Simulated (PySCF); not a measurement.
A structure optimised at PBE-D3(BJ)/def2-SVP, used in a PySCF frequency run:

```
Sb
O 1 2.0135
H 2 0.9801 1 109.03
O 1 2.0147 2 102.51 3 -68.54
H 4 0.9791 1 110.24 2 50.81
Te 1 2.8368 2 94.78 3 25.75
H 6 1.6833 1 90.00 2 53.38
```
Charge 0, spin multiplicity 1.

Task: Write its SMILES and formula.

Result: [OH][Sb]([OH])[TeH], H₃O₂SbTe

Task: What are its rotational constants (standard atomic weights)?

Result: 3.8661, 0.80520, 0.75457 GHz
